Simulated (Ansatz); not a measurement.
**Molecular dynamics of CH₇NOSi**

The input (input.yaml):

```yaml
crystal:
  periodic: [false, false, false]
  atoms:
    - { symbol: Si, position_ang: [0.100931, -0.000617, -0.046607] }
    - { symbol: "N", position_ang: [-0.127151, -0.14909, 1.699849] }
    - { symbol: H, position_ang: [-0.83195, -0.753891, 2.111724] }
    - { symbol: H, position_ang: [0.351651, 0.444732, 2.37129] }
    - { symbol: H, position_ang: [1.550634, 0.259904, -0.354083] }
    - { symbol: O, position_ang: [-0.6777, 1.366747, -0.840105] }
    - { symbol: C, position_ang: [-2.137439, 1.472655, -0.866072] }
    - { symbol: H, position_ang: [-2.551001, 1.618303, 0.150002] }
    - { symbol: H, position_ang: [-2.384314, 2.349309, -1.483946] }
    - { symbol: H, position_ang: [-2.606128, 0.573392, -1.314963] }
    - { symbol: H, position_ang: [-0.459232, -1.294542, -0.617689] }
basis:
  gaussian: { orbitals: "6-31G" }
hamiltonian:
  xc: revpbe
  dispersion: d4
md:
  timestep: 1.0
  n_steps: 250
  ensemble: nvt_langevin
  temperature: 700.0
  initial_velocities: maxwell_boltzmann
  seed: 666213
  friction: 0.001
```

Launched with:

```bash
$ ansatz run input.yaml --threads 1 --pin off --max-ram 2048MiB --backend cpu --events-out ev --progress --plain --runs-dir out
```

It starts from a relaxed structure.

Output, in part (step lines, the closing report, with atoms numbered from 0):

```
md step     0: t =     0.00 fs  T =   636.4 K  F+E_penalty+E_count = -12561.44699954 eV  E_kin = 0.904820 eV  (24 SCF iters)
[... lines left out ...]
Total energy: -12561.12081561 eV, -461.6126757401 hartree
Atom 0 at     0.291523    -0.261326    -0.012943 Å, force    -1.211628     0.306003     0.859609 eV/Å
Atom 1 at    -1.129867    -1.209981     0.637107 Å, force    -0.176588    -0.041407    -0.067136 eV/Å
Atom 2 at    -1.785606    -1.772695     0.047703 Å, force     0.850245     0.632432     0.586026 eV/Å
Atom 3 at    -1.407580    -1.184560     1.639685 Å, force     0.255237     0.145566    -0.956636 eV/Å
Atom 4 at     1.251416    -0.057079     1.154572 Å, force    -0.183743     0.103286    -0.251971 eV/Å
Atom 5 at    -0.109300     1.433150    -0.565836 Å, force     0.145718    -1.053880     0.203692 eV/Å
Atom 6 at    -1.326581     1.676436    -1.392179 Å, force     0.868655     0.023845    -0.583072 eV/Å
Atom 7 at    -2.090918     0.897991    -1.159664 Å, force     0.117276     0.198457    -0.538935 eV/Å
Atom 8 at    -1.719990     2.654990    -1.043022 Å, force     0.105465    -0.174898    -0.357375 eV/Å
Atom 9 at    -0.995292     1.730434    -2.514957 Å, force    -0.879265    -0.188641     1.633447 eV/Å
Atom 10 at     0.884940    -1.180990    -1.033707 Å, force     0.108627     0.049237    -0.527648 eV/Å
Dipole moment:    -0.413971    -0.315615    -0.040068 e Å
```

The steps, from the saved trajectory:

```csv
time (fs),T (K),potential energy less start (eV)
0,636,0.000
8,191,0.670
16,418,0.343
24,388,0.385
32,276,0.545
40,244,0.524
48,369,0.344
56,417,0.285
64,207,0.675
72,528,0.217
80,351,0.505
88,298,0.547
96,385,0.431
104,378,0.409
112,328,0.553
120,285,0.512
128,451,0.263
136,268,0.543
144,327,0.476
152,407,0.297
160,415,0.300
168,207,0.638
176,394,0.333
184,376,0.407
192,275,0.575
200,267,0.602
208,519,0.240
216,337,0.515
224,263,0.656
232,457,0.315
240,346,0.441
248,252,0.600
```

The run went to its last step. The mean temperature of the second half is 50 % below the set value. A run of 0.25 ps of so small a system gives no equilibrium averages. Limits of this set-up: no polarisation functions.

The same pairs are bonded in the first frame and the last. Pairs count as bonded within 1.25 times the sum of covalent radii (0.12 Å more for H–H).

Last frame:

```xyz
11
Properties=species:S:1:pos:R:3
Si 0.291 -0.261 -0.013
N -1.130 -1.210 0.637
H -1.786 -1.773 0.048
H -1.408 -1.185 1.640
H 1.251 -0.057 1.155
O -0.109 1.433 -0.566
C -1.327 1.676 -1.392
H -2.091 0.898 -1.160
H -1.720 2.655 -1.043
H -0.995 1.730 -2.515
H 0.885 -1.181 -1.034
```

Time of the run: 3.8 min on 1 thread of AMD EPYC 9R45 96-Core Processor (Zen 5), with other jobs on the host, peak memory 0.12 GiB.
